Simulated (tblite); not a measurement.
Record of a relaxation.

Compound: C3H13ClN2Si3.
Numbering: `[CH3:1][N:2]1[CH2:3][Si@@H:4]([Cl:5])[CH2:6][Si@H:7]1[NH:8][SiH3:9]` (hydrogens: H10, H11, H12 on C1; H13, H14 on C3; H15 on Si4; H16, H17 on C6; H18 on Si7; H19 on N8; H20, H21, H22 on Si9)

Computed with GFN2-xTB (tblite), gas phase: L-BFGS steps from a force-field or distance-geometry start until the largest atomic force falls under 0.01 eV/Å. 8 of its 128 geometries are shown.

Step 0: E = -780.9964 eV, largest atomic force 2.280 eV/Å
```
atom  x, y, z in Å  |  force x, y, z in eV/Å
C1     -1.371   -1.401    1.029   -0.540  -0.576   0.316
N2     -1.149   -0.881   -0.324    1.431  -0.867   0.918
C3     -2.152    0.055   -0.662   -2.049   0.035  -0.172
Si4    -1.555    1.788   -0.428    0.092   2.176   0.674
Cl5    -2.784    2.976    0.749    0.276  -0.392  -0.387
C6      0.086    1.468    0.428    0.198   0.246   0.563
Si7     0.451   -0.137   -0.479    0.370  -0.999   0.636
N8      1.771   -0.972    0.349    0.344  -0.253  -1.129
Si9     3.352   -0.601   -0.411   -0.573  -0.130   0.362
H10    -0.570   -1.123    1.728   -0.244  -0.351  -0.176
H11    -2.325   -0.985    1.431    0.726  -0.331  -0.025
H12    -1.514   -2.510    1.015    0.341   0.675  -0.046
H13    -3.008   -0.098    0.067    0.288   0.035  -1.375
H14    -2.481   -0.081   -1.712   -0.134  -0.253   0.527
H15    -1.272    2.498   -1.666   -0.125   0.086  -0.203
H16    -0.059    1.253    1.523    0.434   0.547  -1.013
H17     0.834    2.248    0.229   -0.354  -0.280   0.560
H18     0.731    0.077   -1.890   -0.153  -0.051  -0.269
H19     1.643   -1.989    0.475    0.029   0.996  -0.063
H20     3.659    0.847   -0.289   -0.250  -0.460   0.015
H21     4.361   -1.412    0.270   -0.110   0.013   0.097
H22     3.342   -1.001   -1.835    0.001   0.134   0.189
```

Step 18: E = -781.6646 eV, largest atomic force 0.192 eV/Å
```
atom  x, y, z in Å  |  force x, y, z in eV/Å
C1     -1.368   -1.503    1.107    0.013  -0.005  -0.036
N2     -1.106   -0.811   -0.140    0.023   0.000  -0.030
C3     -2.128    0.106   -0.625    0.004  -0.049   0.017
Si4    -1.549    1.926   -0.408   -0.001   0.102   0.076
Cl5    -2.838    2.992    0.733    0.037  -0.026   0.018
C6      0.146    1.583    0.363   -0.074   0.076  -0.046
Si7     0.434   -0.107   -0.472    0.030   0.059   0.002
N8      1.767   -0.996    0.146    0.071   0.020   0.019
Si9     3.360   -0.670   -0.436    0.100   0.005   0.025
H10    -0.550   -1.355    1.815   -0.024  -0.087   0.010
H11    -2.282   -1.139    1.579    0.001   0.017  -0.044
H12    -1.480   -2.575    0.922   -0.038  -0.028   0.021
H13    -3.080   -0.113   -0.152   -0.143  -0.038   0.122
H14    -2.264   -0.097   -1.689   -0.036  -0.007  -0.102
H15    -1.425    2.600   -1.700   -0.034  -0.002   0.006
H16     0.033    1.425    1.437    0.083   0.057  -0.016
H17     0.897    2.352    0.228   -0.027   0.001  -0.087
H18     0.504    0.000   -1.936    0.042   0.012  -0.015
H19     1.577   -1.899    0.541    0.005  -0.044  -0.022
H20     3.564    0.763   -0.224    0.023  -0.050  -0.022
H21     4.264   -1.484    0.376   -0.037  -0.016  -0.014
H22     3.515   -0.979   -1.868   -0.016   0.002   0.122
```

Step 36: E = -781.8129 eV, largest atomic force 0.351 eV/Å
```
atom  x, y, z in Å  |  force x, y, z in eV/Å
C1     -1.394   -1.643    1.006    0.075  -0.159   0.036
N2     -1.056   -0.691   -0.024   -0.041  -0.138   0.251
C3     -2.157    0.114   -0.529    0.156  -0.011   0.046
Si4    -1.673    1.961   -0.333    0.204   0.179   0.020
Cl5    -2.817    2.917    1.054    0.152  -0.135  -0.113
C6      0.180    1.801    0.122   -0.033   0.269   0.009
Si7     0.465   -0.003   -0.435   -0.122   0.124  -0.098
N8      1.785   -0.909    0.205   -0.052  -0.005   0.005
Si9     3.437   -0.734   -0.281    0.060  -0.039   0.051
H10    -0.543   -1.830    1.662    0.071  -0.019  -0.173
H11    -2.203   -1.274    1.647    0.037   0.096  -0.100
H12    -1.726   -2.600    0.579    0.029   0.050  -0.008
H13    -3.078   -0.169   -0.023   -0.049   0.063   0.048
H14    -2.293   -0.129   -1.588   -0.078   0.075  -0.047
H15    -1.864    2.644   -1.623    0.009  -0.009   0.134
H16     0.402    1.970    1.184   -0.208  -0.126  -0.253
H17     0.793    2.527   -0.419   -0.137  -0.189   0.037
H18     0.559    0.016   -1.910   -0.012  -0.032  -0.019
H19     1.517   -1.854    0.423    0.051  -0.023   0.095
H20     3.801    0.664   -0.048   -0.068  -0.065  -0.056
H21     4.162   -1.640    0.613    0.017   0.005  -0.028
H22     3.692   -1.119   -1.684   -0.060   0.090   0.164
```

Step 54: E = -781.9710 eV, largest atomic force 0.311 eV/Å
```
atom  x, y, z in Å  |  force x, y, z in eV/Å
C1     -1.327   -1.766    0.803    0.004  -0.044  -0.011
N2     -1.017   -0.545    0.113   -0.067  -0.047  -0.005
C3     -2.173    0.172   -0.382   -0.077   0.121   0.048
Si4    -1.710    2.029   -0.357    0.019   0.045  -0.005
Cl5    -2.518    2.795    1.342    0.053   0.044  -0.108
C6      0.180    1.894   -0.227   -0.075   0.023   0.040
Si7     0.476    0.036   -0.499   -0.146  -0.136  -0.239
N8      1.733   -0.796    0.341    0.037  -0.070   0.008
Si9     3.417   -0.744   -0.036    0.093  -0.005  -0.108
H10    -0.408   -2.252    1.117    0.000  -0.077  -0.050
H11    -1.917   -1.562    1.706    0.006   0.076  -0.069
H12    -1.907   -2.451    0.175    0.052  -0.067  -0.047
H13    -3.016   -0.033    0.279   -0.131   0.024   0.090
H14    -2.473   -0.193   -1.374    0.090   0.047  -0.002
H15    -2.220    2.809   -1.498    0.073  -0.162   0.139
H16     0.512    2.197    0.760    0.054   0.055   0.114
H17     0.707    2.522   -0.934    0.022  -0.001  -0.098
H18     0.622   -0.164   -1.971    0.012  -0.028   0.152
H19     1.441   -1.702    0.670   -0.019   0.057   0.078
H20     3.826    0.643    0.139    0.037   0.031   0.063
H21     4.065   -1.717    0.848   -0.039   0.103   0.060
H22     3.696   -1.154   -1.417   -0.002   0.011  -0.050
```

Step 73: E = -782.1688 eV, largest atomic force 0.160 eV/Å
```
atom  x, y, z in Å  |  force x, y, z in eV/Å
C1     -1.332   -1.968    0.421   -0.011  -0.040  -0.015
N2     -1.071   -0.598    0.065    0.050   0.011   0.009
C3     -2.236    0.248   -0.074    0.089  -0.019   0.037
Si4    -1.645    2.063   -0.215   -0.096  -0.006  -0.002
Cl5    -2.043    3.095    1.481    0.024  -0.046  -0.046
C6      0.205    1.813   -0.510   -0.103  -0.023   0.063
Si7     0.419   -0.076   -0.598    0.072   0.049   0.088
N8      1.667   -0.730    0.403    0.022  -0.065  -0.003
Si9     3.372   -0.624    0.154    0.021  -0.027   0.046
H10    -0.412   -2.543    0.332   -0.038   0.049   0.077
H11    -1.706   -2.044    1.452    0.026   0.044  -0.101
H12    -2.072   -2.419   -0.243   -0.113  -0.028  -0.074
H13    -2.888    0.074    0.788   -0.074   0.054  -0.031
H14    -2.811   -0.020   -0.976    0.010  -0.095   0.128
H15    -2.363    2.727   -1.311    0.049   0.000   0.043
H16     0.806    2.226    0.295    0.015   0.043   0.004
H17     0.528    2.296   -1.424    0.076   0.007  -0.071
H18     0.709   -0.512   -1.970   -0.007  -0.006  -0.094
H19     1.367   -1.157    1.264   -0.003   0.085  -0.042
H20     3.865    0.746    0.315   -0.021   0.039   0.047
H21     3.950   -1.523    1.155    0.026   0.023  -0.008
H22     3.679   -1.053   -1.208   -0.013  -0.049  -0.055
```

Step 91: E = -782.1992 eV, largest atomic force 0.038 eV/Å
```
atom  x, y, z in Å  |  force x, y, z in eV/Å
C1     -1.371   -2.006    0.298   -0.007   0.016  -0.010
N2     -1.057   -0.622    0.064   -0.008   0.023  -0.027
C3     -2.214    0.246    0.034    0.018   0.017   0.003
Si4    -1.635    2.049   -0.199    0.033   0.015  -0.012
Cl5    -1.909    3.102    1.504   -0.011   0.007   0.015
C6      0.196    1.793   -0.585    0.009   0.007  -0.012
Si7     0.433   -0.097   -0.603   -0.012   0.007   0.000
N8      1.674   -0.738    0.419   -0.008   0.020  -0.002
Si9     3.383   -0.605    0.205   -0.010  -0.005   0.002
H10    -0.470   -2.603    0.185   -0.004   0.004   0.028
H11    -1.769   -2.141    1.310   -0.007  -0.009  -0.006
H12    -2.124   -2.366   -0.412    0.011  -0.023  -0.024
H13    -2.776    0.113    0.965   -0.033  -0.007   0.016
H14    -2.892   -0.051   -0.780    0.005  -0.028   0.018
H15    -2.393    2.713   -1.262   -0.015   0.000   0.002
H16     0.840    2.269    0.150    0.001  -0.026   0.016
H17     0.467    2.220   -1.546    0.004  -0.005  -0.022
H18     0.739   -0.567   -1.964   -0.007   0.000   0.009
H19     1.370   -0.928    1.361    0.010  -0.017   0.014
H20     3.852    0.776    0.382    0.014  -0.010  -0.014
H21     3.971   -1.476    1.223    0.013   0.001   0.006
H22     3.678   -1.061   -1.151    0.003   0.015   0.002
```

Step 109: E = -782.2047 eV, largest atomic force 0.025 eV/Å
```
atom  x, y, z in Å  |  force x, y, z in eV/Å
C1     -1.387   -2.006    0.289    0.012   0.002  -0.001
N2     -1.061   -0.621    0.080    0.006   0.015   0.014
C3     -2.214    0.252    0.053    0.009  -0.004  -0.015
Si4    -1.634    2.052   -0.201    0.005   0.002  -0.007
Cl5    -1.927    3.108    1.497    0.010   0.017   0.011
C6      0.198    1.788   -0.581   -0.012   0.002   0.004
Si7     0.429   -0.103   -0.594    0.004  -0.017  -0.002
N8      1.687   -0.722    0.422   -0.002  -0.005   0.000
Si9     3.395   -0.599    0.189   -0.008   0.000  -0.005
H10    -0.474   -2.594    0.297    0.018   0.003  -0.006
H11    -1.901   -2.134    1.247   -0.014  -0.002   0.009
H12    -2.044   -2.386   -0.502   -0.004  -0.011  -0.011
H13    -2.768    0.133    0.992   -0.019  -0.016  -0.003
H14    -2.901   -0.058   -0.749    0.000   0.001   0.013
H15    -2.402    2.709   -1.262    0.013  -0.008  -0.005
H16     0.839    2.253    0.165    0.002   0.001  -0.008
H17     0.481    2.213   -1.539    0.000   0.012  -0.004
H18     0.720   -0.583   -1.956    0.000   0.011   0.020
H19     1.394   -0.936    1.362    0.003   0.003  -0.004
H20     3.885    0.777    0.352   -0.015  -0.003  -0.005
H21     3.991   -1.466    1.206    0.001  -0.004   0.000
H22     3.681   -1.057   -1.169   -0.009   0.002   0.005
```

Step 127: E = -782.2061 eV, largest atomic force 0.008 eV/Å
```
atom  x, y, z in Å  |  force x, y, z in eV/Å
C1     -1.380   -2.002    0.304   -0.001   0.000   0.000
N2     -1.059   -0.614    0.106    0.000  -0.002  -0.004
C3     -2.216    0.252    0.047    0.005  -0.006   0.003
Si4    -1.633    2.053   -0.202   -0.001  -0.005  -0.004
Cl5    -1.930    3.125    1.486   -0.004   0.003   0.000
C6      0.202    1.790   -0.564   -0.004   0.001   0.000
Si7     0.426   -0.101   -0.583    0.000  -0.004   0.002
N8      1.683   -0.740    0.420    0.001   0.005  -0.004
Si9     3.387   -0.603    0.173   -0.001   0.001  -0.001
H10    -0.460   -2.578    0.353    0.001  -0.001   0.000
H11    -1.934   -2.134    1.238    0.000   0.002   0.004
H12    -1.996   -2.395   -0.514   -0.001   0.001  -0.005
H13    -2.795    0.130    0.972   -0.002   0.002   0.001
H14    -2.882   -0.061   -0.771    0.004   0.003  -0.003
H15    -2.385    2.700   -1.280    0.000   0.003   0.003
H16     0.837    2.249    0.190    0.003   0.002  -0.001
H17     0.495    2.221   -1.517    0.001  -0.001   0.001
H18     0.707   -0.573   -1.950    0.001   0.001   0.005
H19     1.395   -0.954    1.361    0.005   0.000   0.004
H20     3.862    0.779    0.332   -0.005  -0.005  -0.002
H21     4.000   -1.466    1.184    0.000   0.000   0.000
H22     3.663   -1.057   -1.188   -0.005   0.000   0.002
```

**Question.** Summarise the path.

**Answer.** The energy falls by 27.90 kcal/mol from step 0 to step 127; nine tenths of that is first reached at step 64. It rises by more than 0.2 meV at step 67. The largest force goes from 2.280 to 0.008 eV/Å. Among the bonds N8–Si9 changes most, from 1.793 to 1.728 Å; the atoms move by 1.111 Å rms after alignment.

**Question.** Follow the three bonds and two angles with the largest change from start to end.

**Answer.** 
```
step  E above end (kcal/mol)  largest force (eV/Å)  N8–Si9 (Å)  C3–Si4 (Å)  N2–Si7 (Å)  Si7–N8–Si9 (°)  C1–N2–Si7 (°)
   0                   27.90                 2.280       1.793       1.848       1.771           111.2          111.5
   6                   16.25                 0.435       1.733       1.919       1.741           117.4          114.6
  11                   13.91                 0.264       1.731       1.940       1.743           119.0          117.6
  17                   12.59                 0.208       1.727       1.918       1.726           119.8          121.1
  22                   12.04                 0.270       1.731       1.939       1.727           119.6          122.5
  28                   10.69                 0.223       1.726       1.921       1.720           123.7          127.3
  33                    9.62                 0.270       1.732       1.925       1.729           124.1          129.4
  39                    8.35                 0.192       1.733       1.927       1.711           125.8          131.3
  44                    7.30                 0.252       1.727       1.904       1.715           126.6          131.8
  50                    6.23                 0.187       1.732       1.907       1.716           127.0          130.7
  55                    5.24                 0.186       1.727       1.915       1.714           125.9          130.4
  61                    3.83                 0.309       1.723       1.911       1.711           126.0          125.6
  66                    1.90                 0.434       1.726       1.904       1.717           126.3          125.2
  72                    0.95                 0.141       1.725       1.914       1.712           127.5          123.2
  77                    0.49                 0.156       1.727       1.910       1.715           127.2          122.9
  83                    0.28                 0.066       1.728       1.912       1.714           127.3          122.9
  88                    0.20                 0.075       1.727       1.909       1.714           127.4          123.2
  94                    0.14                 0.042       1.727       1.909       1.714           127.5          123.2
  99                    0.10                 0.040       1.728       1.908       1.714           127.6          123.1
 105                    0.05                 0.041       1.728       1.909       1.715           127.9          123.1
 110                    0.03                 0.022       1.728       1.908       1.716           127.8          123.0
 116                    0.01                 0.021       1.728       1.910       1.716           127.6          122.6
 121                    0.00                 0.014       1.728       1.910       1.716           127.4          122.5
 127                    0.00                 0.008       1.728       1.909       1.716           127.2          122.4
```

The cost below is that of the whole relaxation. Time: 1.9 s. Hardware: one thread of an Arm Neoverse V1 (shared host).
